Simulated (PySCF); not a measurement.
C₂H₆GeO₂, SMILES [CH3][Ge@@H]([OH])[CH]=O. The structure is a stationary point at PBE-D3(BJ)/def2-SVP. The structure was generated by enumeration; whether it is a known compound was not checked. The values are those of a single conformer.

Method: PBE-D3(BJ)/def2-SVP (PySCF).

Harmonic wavenumbers (cm⁻¹): 81, 101, 156, 175, 202, 341, 454, 544, 586, 589, 674, 693, 762, 826, 843, 1016, 1200, 1319, 1378, 1384, 1722, 2042, 2755, 2986, 3093, 3102, 3581. Rotational constants (GHz): 5.181, 2.490, 2.037; symmetry number 1.

Work out the zero-point energy and the ideal-gas rigid-rotor harmonic-oscillator thermochemistry at 298.15 K and 1 atm.

ZPE = ½ Σ hcν = ½ × 32605 cm⁻¹ = 46.61 kcal/mol. H − E(el) = 52.12 kcal/mol. Entropy in cal/(mol K): translation 40.61, rotation 26.91, vibration 19.35, total 86.86. G − E(el) = 26.22 kcal/mol. Cp = 28.29 cal/(mol K). Modes under 150 cm⁻¹ make the vibrational entropy uncertain.
